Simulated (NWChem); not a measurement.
System: Cl2 anion, doublet

Here is an NWChem input.

```
start job
memory heap 200 mb stack 700 mb global 900 mb
charge -1
geometry units angstroms noautoz
  Cl     0.000000     0.000000    -1.360302
  Cl     0.000000     0.000000     1.360302
end
basis spherical
  * library def2-svp
end
dft
  odft
  mult 2
  xc mn15
  iterations 150
  mulliken
end
task dft gradient
```

Parts of the log:

```
             Northwest Computational Chemistry Package (NWChem) 7.3.0
             --------------------------------------------------------

 ORDER OF PRIMARY AXIS IS BEING SET TO 4
 D4H symmetry detected

                             Geometry "geometry" -> ""
                             -------------------------

 Output coordinates in angstroms (scale by  1.889725989 to convert to a.u.)

  No.       Tag          Charge          X              Y              Z
 ---- ---------------- ---------- -------------- -------------- --------------
    1 Cl                  17.0000     0.00000000     0.00000000    -1.36030200
    2 Cl                  17.0000     0.00000000     0.00000000     1.36030200

 Effective nuclear repulsion energy (a.u.)      56.2126002023

      Symmetry information
      --------------------

 Group name             D4h
 Group number             28
 Group order              16
 No. of unique centers     1

                                 NWChem DFT Module
                                 -----------------

 Summary of "ao basis" -> "ao basis" (spherical)
 ------------------------------------------------------------------------------
       Tag                 Description            Shells   Functions and Types
 ---------------- ------------------------------  ------  ---------------------
 Cl                         def2-svp                 8       18   4s3p1d

      Symmetry analysis of basis
      --------------------------

        a1g         8
        a1u         0
        a2g         0
        a2u         8
        b1g         1
        b1u         1
        b2g         1
        b2u         1
        eg          8
        eu          8

            General Information
            -------------------
          SCF calculation type: DFT
          Wavefunction type:  spin polarized.
          No. of atoms     :     2
          No. of electrons :    35
           Alpha electrons :    18
            Beta electrons :    17
          Charge           :    -1
          Spin multiplicity:     2
          Use of symmetry is: on ; symmetry adaption is: on
          Maximum number of iterations: 150
          AO basis - number of functions:    36
                     number of shells:    16
          Convergence on energy requested:  1.00D-06
          Convergence on density requested:  1.00D-05
          Convergence on gradient requested:  5.00D-04

              XC Information
              --------------
                         MN15 Method XC Functional
                     Hartree-Fock (Exact) Exchange  0.440
                          MN15 Exchange Functional  1.000
                        MN15 Correlation Potential  1.000

             Grid Information
             ----------------
          Grid used for XC integration:  medium
          Radial quadrature: Mura-Knowles
          Angular quadrature: Lebedev.
          Tag              B.-S. Rad. Rad. Pts. Rad. Cut. Ang. Pts.
          ---              ---------- --------- --------- ---------
          Cl                  1.00       88           8.0       590
          Grid pruning is: on
          Number of quadrature shells:    88
          Spatial weights used:  Erf1

      Superposition of Atomic Density Guess
      -------------------------------------

 Sum of atomic energies:        -918.64703840

 Renormalizing density from      34.00 to     35

      Non-variational initial energy
      ------------------------------

 Total energy =    -934.603808
 1-e energy   =   -1422.730233
 2-e energy   =     431.913824
 HOMO         =       0.076493
 LUMO         =       0.944329

   Symmetry analysis of molecular orbitals - initial alpha
   -------------------------------------------------------

 !! scf_movecs_sym_adapt:    4 vectors were symmetry contaminated

  Symmetry fudging

 !! scf_movecs_sym_adapt:    4 vectors were symmetry contaminated

  Numbering of irreducible representations:

     1 a1g         2 a1u         3 a2g         4 a2u         5 b1g
     6 b1u         7 b2g         8 b2u         9 eg         10 eu

  Orbital symmetries:

     1 a2u         2 a1g         3 a1g         4 a2u         5 eg
     6 eg          7 eu          8 eu          9 a2u        10 a1g
    11 a1g        12 a2u        13 a1g        14 eu         15 eu
    16 eg         17 eg         18 a2u        19 a1g        20 a2u
    21 a1g        22 eu         23 eu         24 a2u        25 b2g
    26 b1g        27 b2u        28 b1u

   Symmetry analysis of molecular orbitals - initial beta
   ------------------------------------------------------

 !! scf_movecs_sym_adapt:    4 vectors were symmetry contaminated

  Symmetry fudging

 !! scf_movecs_sym_adapt:    4 vectors were symmetry contaminated

  Numbering of irreducible representations:

     1 a1g         2 a1u         3 a2g         4 a2u         5 b1g
     6 b1u         7 b2g         8 b2u         9 eg         10 eu

  Orbital symmetries:

     1 a2u         2 a1g         3 a1g         4 a2u         5 eg
     6 eg          7 eu          8 eu          9 a2u        10 a1g
    11 a1g        12 a2u        13 a1g        14 eu         15 eu
    16 eg         17 eg         18 a2u        19 a1g        20 a2u
    21 a1g        22 eu         23 eu         24 a2u        25 b2g
    26 b1g        27 b2u        28 b1u

     ---------------------------------------------
      Total Density - Mulliken Population Analysis
     ---------------------------------------------

    Atom       Charge   Shell Charges
 -----------   ------   -------------------------------------------------------
    1 Cl  17    17.50   2.00  1.98  1.06  0.95  5.91  1.71  3.88  0.00
    2 Cl  17    17.50   2.00  1.98  1.06  0.95  5.91  1.71  3.88  0.00

     --------------------------------------------
      Spin Density - Mulliken Population Analysis
     --------------------------------------------

    Atom       Charge   Shell Charges
 -----------   ------   -------------------------------------------------------
    1 Cl  17     0.50   0.00  0.00  0.01  0.00  0.00  0.16  0.33  0.00
    2 Cl  17     0.50   0.00  0.00  0.01  0.00  0.00  0.16  0.33  0.00

   convergence    iter        energy       DeltaE   RMS-Dens  Diis-err
 ---------------- ----- ----------------- --------- --------- ---------
 d= 0,ls=0.0,diis     1   -919.7567190899 -9.76D+02  1.93D-02  3.33D-01
                                                     1.69D-02  2.84D-01
 d= 0,ls=0.0,diis     2   -919.8428745146 -8.62D-02  7.80D-03  7.73D-02
                                                     7.73D-03  7.58D-02
 d= 0,ls=0.0,diis     3   -919.8764727261 -3.36D-02  4.71D-04  4.37D-04
                                                     3.27D-04  3.01D-04
 d= 0,ls=0.0,diis     4   -919.8766293045 -1.57D-04  6.54D-05  1.94D-05
                                                     7.24D-05  1.75D-05
 d= 0,ls=0.0,diis     5   -919.8766388795 -9.58D-06  1.86D-05  4.40D-07
                                                     1.77D-05  2.40D-07
 d= 0,ls=0.0,diis     6   -919.8766391025 -2.23D-07  1.53D-06  7.63D-10
                                                     2.55D-06  3.27D-09

         Total DFT energy =     -919.876639102516
      One electron energy =    -1393.294040389253
           Coulomb energy =      473.735739810719
    Exchange-Corr. energy =      -56.530938726332
 Nuclear repulsion energy =       56.212600202349

 Numeric. integr. density =       35.000000483975

                  Occupations of the irreducible representations
                  ----------------------------------------------

                     irrep           alpha         beta
                     --------     --------     --------
                     a1g               5.0          5.0
                     a1u               0.0          0.0
                     a2g               0.0          0.0
                     a2u               5.0          4.0
                     b1g               0.0          0.0
                     b1u               0.0          0.0
                     b2g               0.0          0.0
                     b2u               0.0          0.0
                     eg                4.0          4.0
                     eu                4.0          4.0

                    DFT Final Alpha Molecular Orbital Analysis
                    ------------------------------------------

 Vector   16  Occ=1.000000D+00  E=-8.170276D-02  Symmetry=eg
              MO Center=  3.5D-16, -7.7D-16,  2.3D-14, r^2= 3.0D+00
   Bfn.  Coefficient  Atom+Function         Bfn.  Coefficient  Atom+Function
  ----- ------------  ---------------      ----- ------------  ---------------
    12      0.421161  1 Cl py                30     -0.421161  2 Cl py
     9      0.307951  1 Cl py                27     -0.307951  2 Cl py
    11     -0.220227  1 Cl px                29      0.220227  2 Cl px
     6      0.178370  1 Cl py                24     -0.178370  2 Cl py
     8     -0.161029  1 Cl px                26      0.161029  2 Cl px

[...]

                         DFT ENERGY GRADIENTS

    atom               coordinates                        gradient
                 x          y          z           x          y          z
   1 Cl      0.000000   0.000000  -2.570598    0.000000   0.000000  -0.003805
   2 Cl      0.000000   0.000000   2.570598    0.000000   0.000000   0.003805
```

Level: MN15/def2-SVP, spin-unrestricted. Sets without diffuse functions describe the anion's extra electron poorly. All runs use the structure optimised with B3LYP/def2-SVPD, spin-unrestricted. No stability test was run on the SCF state.
